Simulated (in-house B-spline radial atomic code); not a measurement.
The numbers below are computed, except where a source is named.
## Making a Troullier-Martins s channel for Nb, r_c = 1.19 bohr

Nb, [Kr] 4d4 5s1, non-relativistic LDA (VWN5), spherical and spin-unpolarised, from a B-spline radial code for spherical atoms (atomic units). The all-electron 4s level is ε = -2.036691 hartree, its outermost node lies just inside 0.55 bohr and its outer maximum at 1.05 bohr.

Inside r_c the pseudo-orbital is u(r) = r^1 exp(p(r)), with p = c0 + c2 r² + c4 r⁴ + … + c12 r¹². The seven coefficients follow from p and its first four derivatives at r_c, from zero curvature of the screened potential at the origin, c4 = −c2²/(2l + 5), and from the norm inside r_c. At r_c the all-electron orbital has P = 1.023274, P' = -0.5595911, the screened potential V = -3.474445, V' = 6.775653, V'' = -17.18399, and the norm inside is Q = 0.5402676.

Question: What are p, p' and p'' at r_c?

Answer: p = ln(P/r_c^1) = ln(1.023274/1.19) = -0.15095. p' = P'/P − 1/r_c = -0.54686 − 0.84034 = -1.38720. The radial equation gives p'' = 2(V − ε) − 2(1) p'/r_c − p'² = -2.87551 − (-2.33143) − 1.92432 = -2.46840. Differentiating, p''' = 2V' + 2(1)p'/r_c² − 2(1)p''/r_c − 2p'p'' = 8.8924, and p'''' = 2V'' − 4(1)p'/r_c³ + 4(1)p''/r_c² − 2(1)p'''/r_c − 2p''² − 2p'p''' = -40.508.

For a trial c2 the five matching conditions are linear in c0, c6, c8, c10 and c12, and c2 is varied until the norm inside r_c equals Q. The root nearest zero gives:

| n | c_n |
| --- | --- |
| 0 | -0.7953464 |
| 2 | 2.410298 |
| 4 | -1.161907 |
| 6 | -1.767811 |
| 8 | 2.106413 |
| 10 | -0.8666271 |
| 12 | 0.1296869 |

Question: Check c4 and p(r_c), and find the screened pseudopotential at the origin.

Answer: −c2²/5 = -1.16191, as listed. The terms c_n r_c^n are -0.79535, 3.41322, -2.33002, -5.02016, 8.47070, -4.93517, 1.04583, which sum to -0.15095. Inverting the radial equation, V_l(r) = ε + 1 p'/r + (p'' + p'²)/2, so V_l(0) = ε + (2l + 3) c2 = -2.036691 + 3 × (2.4103) = 5.1942 hartree, finite where the all-electron potential diverges.

Orbitals and screened potentials:

```json
{"r (bohr)": "0.119", "P": "0.3622", "u": "0.05557", "V all-electron": "-219.4", "V pseudo": "5.182"}
{"r (bohr)": "0.298", "P": "-0.5254", "u": "0.1649", "V all-electron": "-53.63", "V pseudo": "4.754"}
{"r (bohr)": "0.476", "P": "-0.2772", "u": "0.3441", "V all-electron": "-22.93", "V pseudo": "2.726"}
{"r (bohr)": "0.654", "P": "0.4215", "u": "0.6181", "V all-electron": "-12.41", "V pseudo": "-1.276"}
{"r (bohr)": "0.833", "P": "0.8941", "u": "0.9119", "V all-electron": "-7.591", "V pseudo": "-4.786"}
{"r (bohr)": "1.011", "P": "1.06", "u": "1.059", "V all-electron": "-5.022", "V pseudo": "-4.951"}
{"r (bohr)": "1.19", "P": "1.023", "u": "1.023", "V all-electron": "-3.474", "V pseudo": "-3.474"}
```

Logarithmic derivatives P'/P at R = 1.49 bohr, for energies E around ε:

| E − ε (hartree) | all-electron | pseudo |
| --- | --- | --- |
| -0.5 | -0.158935 | -0.161209 |
| -0.25 | -0.611053 | -0.611833 |
| -0.1 | -0.936503 | -0.936657 |
| 0 | -1.18311 | -1.18311 |
| 0.1 | -1.45898 | -1.45919 |
| 0.25 | -1.94199 | -1.94367 |
| 0.5 | -3.01647 | -3.02733 |

Question: With P(R) = 0.7791587 and a norm of 0.790181 inside R, what slope in energy does norm conservation fix?

Answer: d(P'/P)/dE = −2 × (norm inside R)/P(R)² = -2.6032 per hartree·bohr at E = ε, for both atoms, since orbital and norm agree at R. Differences over ±0.1 hartree give -2.6124 (all-electron) and -2.6127 (pseudo), which also hold third-order terms. Half a hartree below ε the two curves differ by -0.0023.
